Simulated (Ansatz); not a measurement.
Ansatz (a quantum-chemistry and plane-wave program) input:

Ansatz 0.2 input:
```yaml
crystal:
  periodic: [false, false, false]
  atoms:
    - {symbol: B, position_ang: [-0.69550610, 0.84456933, -0.96910073]}
    - {symbol: H, position_ang: [-1.34476674, 0.15754573, -1.73723420]}
    - {symbol: O, position_ang: [-0.52308448, 2.08483335, -0.86299569]}
    - {symbol: Se, position_ang: [0.23658860, -0.62929762, 0.36130393]}
    - {symbol: H, position_ang: [0.96296081, 0.33705993, 1.20236960]}
basis:
  gaussian:
    orbitals: 6-31G*
hamiltonian:
  xc: {name: PBE0}
total_charge: -1
```

Task: Predict the final energy.

Result: -2502.23222 Eh (PBE0/6-31G*).

It need not be the lowest isomer of its formula. Whether it binds its extra electron was not tested at this geometry.
